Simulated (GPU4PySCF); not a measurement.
benzodifurandione dimer (PBFDO unit) (C₂₀H₈O₈), SMILES c1c2c(OC(C2)=O)cc2c1OC(/C2=C1/C(Oc2c1cc1c(CC(O1)=O)c2)=O)=O. Atoms are numbered in the order given.

```xyz
36

O      7.4626     1.3993    -0.5509
C      6.4377     0.7932    -0.5036
C      6.1910    -0.7085    -0.6356
C      4.7105    -0.8200    -0.4899
C      3.8354    -1.9051    -0.5141
C      2.4926    -1.6008    -0.3372
C      1.9717    -0.2959    -0.1386
C      2.8768     0.7911    -0.1190
C      4.2143     0.4804    -0.2977
O      5.2177     1.4220    -0.3044
C      0.5279    -0.4627    -0.0227
C     -0.5183     0.4262     0.1741
C     -0.2863     1.8989     0.3895
O      0.7245     2.5421     0.4424
O     -1.5062     2.5153     0.5545
C     -2.4852     1.5684     0.4598
C     -3.8332     1.8814     0.5691
C     -4.7163     0.8097     0.4431
C     -4.2227    -0.4863     0.2179
C     -2.8797    -0.8059     0.1094
C     -1.9663     0.2668     0.2356
O     -5.2341    -1.4140     0.1187
C     -6.4576    -0.7793     0.2722
O     -7.4898    -1.3728     0.2240
C     -6.2038     0.7104     0.4956
C      0.3017    -1.9455    -0.1621
O     -0.7023    -2.6005    -0.1268
O      1.5203    -2.5593    -0.3452
H      6.7651    -1.2413     0.1419
H      6.5792    -1.0575    -1.6079
H      4.1607    -2.9368    -0.6622
H      2.5494     1.8155     0.0324
H     -4.1567     2.9098     0.7418
H     -2.5537    -1.8282    -0.0584
H     -6.7254     1.2900    -0.2853
H     -6.6453     1.0140     1.4605
```
Charge 0, spin multiplicity 1.

Geometry optimised at r2SCAN-D4/def2-SVP. One conformer was computed; it need not be the lowest.

Two levels are set side by side: PBE-D3(BJ)/def2-SVP (GPU4PySCF) and r2SCAN-D4/def2-SVP (GPU4PySCF). Each level has its own optimised geometry; the coordinates shown are those of the second. Frequencies come from the Hessian of GPU4PySCF at each geometry. Differences are taken from unrounded values.

```json
[
 {"quantity": "mean bond length (Å)", "r2SCAN-D4": "1.335"},
 {"quantity": "bond O1–C2 (Å)", "r2SCAN-D4": "1.192"},
 {"quantity": "bond C2–C3 (Å)", "r2SCAN-D4": "1.528"},
 {"quantity": "bond C2–O10 (Å)", "r2SCAN-D4": "1.387"},
 {"quantity": "bond C3–C4 (Å)", "r2SCAN-D4": "1.492"},
 {"quantity": "bond C4–C5 (Å)", "r2SCAN-D4": "1.394"},
 {"quantity": "bond C4–C9 (Å)", "r2SCAN-D4": "1.405"},
 {"quantity": "bond C5–C6 (Å)", "r2SCAN-D4": "1.388"},
 {"quantity": "bond C6–C7 (Å)", "r2SCAN-D4": "1.419"},
 {"quantity": "bond C6–O28 (Å)", "r2SCAN-D4": "1.365"},
 {"quantity": "bond C7–C8 (Å)", "r2SCAN-D4": "1.415"},
 {"quantity": "bond C7–C11 (Å)", "r2SCAN-D4": "1.458"},
 {"quantity": "bond C8–C9 (Å)", "r2SCAN-D4": "1.385"},
 {"quantity": "bond C9–O10 (Å)", "r2SCAN-D4": "1.376"},
 {"quantity": "bond C11–C12 (Å)", "r2SCAN-D4": "1.387"},
 {"quantity": "bond C11–C26 (Å)", "r2SCAN-D4": "1.506"},
 {"quantity": "bond C12–C13 (Å)", "r2SCAN-D4": "1.506"},
 {"quantity": "highest harmonic wavenumber (cm⁻¹)", "r2SCAN-D4": "3278"},
 {"quantity": "mean harmonic wavenumber (cm⁻¹)", "r2SCAN-D4": "1038"},
 {"quantity": "zero-point energy (kcal/mol)", "r2SCAN-D4": "151.35"}
]
```

### Question
What does PBE-D3(BJ) give, and how far is it from r2SCAN-D4? (The exact figures need the calculation; the answer reports its results.)

### Answer

| quantity | PBE-D3(BJ) | PBE-D3(BJ) minus r2SCAN-D4 |
|---|---|---|
| mean bond length (Å) | 1.342 | 0.007 |
| bond O1–C2 (Å) | 1.200 | 0.008 |
| bond C2–C3 (Å) | 1.535 | 0.007 |
| bond C2–O10 (Å) | 1.398 | 0.011 |
| bond C3–C4 (Å) | 1.496 | 0.004 |
| bond C4–C5 (Å) | 1.400 | 0.006 |
| bond C4–C9 (Å) | 1.412 | 0.007 |
| bond C5–C6 (Å) | 1.395 | 0.007 |
| bond C6–C7 (Å) | 1.425 | 0.006 |
| bond C6–O28 (Å) | 1.371 | 0.006 |
| bond C7–C8 (Å) | 1.419 | 0.004 |
| bond C7–C11 (Å) | 1.461 | 0.003 |
| bond C8–C9 (Å) | 1.391 | 0.006 |
| bond C9–O10 (Å) | 1.381 | 0.005 |
| bond C11–C12 (Å) | 1.394 | 0.008 |
| bond C11–C26 (Å) | 1.514 | 0.008 |
| bond C12–C13 (Å) | 1.514 | 0.008 |
| highest harmonic wavenumber (cm⁻¹) | 3204 | -74 |
| mean harmonic wavenumber (cm⁻¹) | 1014 | -24 |
| zero-point energy (kcal/mol) | 147.81 | -3.54 |
